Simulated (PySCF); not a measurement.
Ground-state electric properties of a mixed set of molecules.

All values: wB97X-D/def2-SVPD (PySCF) at GFN2-xTB geometries, gas phase, one conformer each. Core orbitals are frozen in the response; Δα² is half the sum of the squared differences of the principal polarisabilities. Dipoles and anisotropies that the point group forbids are given as zero.

(1) Rank by polarisability anisotropy Δα, lowest first.
A. `[PH2:1][PH2:2]` with H–P1–P2–H 180° and -88° (diphosphine)
B. `[Cl:1][C@@H:2]1[CH2:3][SiH2:4][O:5][Si@H:6]1[Cl:7]` with Cl1–C2–C3–Si4 -83°, C2–C3–Si4–O5 -27°, C3–Si4–O5–Si6 11°, Si4–O5–Si6–Cl7 -112°
C. `[CH2:1]=[C:2]=[C:3]([SiH2:4][CH3:5])[CH:6]([Cl:7])[Cl:8]` with C2–C3–Si4–C5 24°, C2–C3–C6–Cl7 -7°

(2) Rank by mean static polarisability, highest first.
A. `C=C=C([SiH2]C)C(Cl)Cl` (C5H8Cl2Si)
B. `PP` (P2H4)
C. `ClC(Cl)[SiH2]C1=CCC1` (C5H8Cl2Si)
D. `Cl[C@@H]1C[SiH2]O[Si@H]1Cl` (C2H6Cl2OSi2)

(3) Rank by HOMO energy, highest first.
A. `ClC([SiH2]C1=CCC1)Cl` (C5H8Cl2Si)
B. `PP` (P2H4)
C. `Cl[C@@H]1C[SiH2]O[Si@H]1Cl` (C2H6Cl2OSi2)
D. `C=C=C([SiH2]C)C(Cl)Cl` (C5H8Cl2Si)

## Answers

(1) B (2.76 Å³), A (3.11 Å³), C (6.69 Å³).

(2) A (17.22 Å³), C (16.11 Å³), D (14.23 Å³), B (8.00 Å³).

(3) B (-8.58 eV), A (-9.29 eV), D (-9.68 eV), C (-10.02 eV).

All values together:

```tsv
SMILES	formula	μ (D)	HOMO (eV)	LUMO (eV)	α (Å³)	Δα (Å³)	electrons	α per electron (Å³)
ClC(Cl)[SiH2]C1=CCC1	C5H8Cl2Si	1.73	-9.29	1.30	16.11	3.21	86	0.187
PP	P2H4	0.00	-8.58	1.80	8.00	3.11	34	0.235
Cl[C@@H]1C[SiH2]O[Si@H]1Cl	C2H6Cl2OSi2	1.76	-10.02	1.68	14.23	2.76	88	0.162
C=C=C([SiH2]C)C(Cl)Cl	C5H8Cl2Si	2.73	-9.68	0.95	17.22	6.69	86	0.200
```

Conformers: `[Cl:1][CH:2]([Cl:3])[SiH2:4][C:5]1=[CH:6][CH2:7][CH2:8]1` with Cl1–C2–Si4–C5 59°, C2–Si4–C5–C6 -166°; `[PH2:1][PH2:2]` with H–P1–P2–H 180° and -88°; `[Cl:1][C@@H:2]1[CH2:3][SiH2:4][O:5][Si@H:6]1[Cl:7]` with Cl1–C2–C3–Si4 -83°, C2–C3–Si4–O5 -27°, C3–Si4–O5–Si6 11°, Si4–O5–Si6–Cl7 -112°; `[CH2:1]=[C:2]=[C:3]([SiH2:4][CH3:5])[CH:6]([Cl:7])[Cl:8]` with C2–C3–Si4–C5 24°, C2–C3–C6–Cl7 -7°.
